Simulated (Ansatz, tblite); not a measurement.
Cost and result up the ladder for YSi6 (7 atoms). Charge 0, multiplicity 2. Geometry: PBE-D4/def2-SVP.

```xyz
7

Y     0.299    1.086    1.935
Si    0.252   -0.164   -1.377
Si   -1.630    0.076    0.266
Si   -0.118    2.049   -0.611
Si   -1.235   -1.981   -1.012
Si    0.319   -1.412    0.800
Si    2.114    0.345    0.000
```

Ansatz on 4 threads of Intel Xeon Platinum 8259CL on a shared host; xTB runs through tblite on one thread. Times are rough, summed over both states, and most runs start from the orbitals of an earlier one. PBE0-D4/def2-TZVP serves as the yardstick here, not as an exact answer. The other state is a triplet.

In the def2 sets Y takes a core potential; there is no spin–orbit coupling. The xTB rows come from tblite. Another isomer (doublet) lies 0.07 eV lower at r2SCAN-D4/def2-TZVP.

Raw xTB energies of ions are shifted by several eV, and xTB has no spin-polarisation term.

| level | functions | wall time | vertical IE (eV) | difference from PBE0-D4/def2-TZVP (eV) |
| --- | --- | --- | --- | --- |
| GFN1-xTB | 63 | 0.076 s | 10.52 | 4.18 |
| GFN2-xTB | 63 | 0.23 s | 8.15 | 1.81 |
| PBE-D4/def2-TZVP | 262 | 24 s | 6.36 | 0.03 |
| r2SCAN-D4/def2-TZVP (with forces) | 262 | 58 s | 6.32 | -0.02 |
| PBE0-D4/def2-TZVP | 262 | 64 s | 6.33 | 0.00 |
